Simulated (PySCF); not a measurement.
**Radial density of C³⁺ (carbon, charge +3)**

M06-2X, [He] 2s1, 2S determinant. Computed with PySCF 2.14 in cc-pVDZ-DK, with scalar relativity by spin-free X2C-1e.

```csv
r (bohr),4πr²ρ (e/bohr),4πr²(ρα − ρβ)
0.00555,0.04657,0.0013
0.00933,0.1258,0.0035
0.0157,0.3259,0.0090
0.0264,0.8083,0.0225
0.0444,1.839,0.0515
0.0747,3.634,0.1019
0.126,5.647,0.1509
0.211,5.919,0.1188
0.355,3.245,0.0032
0.598,0.8885,0.2487
1.01,0.8765,0.8534
1.69,0.4722,0.4721
2.85,0.02209,0.0221
4.79,0.0001872,0.0002
```

Densities and radii are taken from the X2C orbitals without a picture-change correction, which distorts them close to the nucleus.
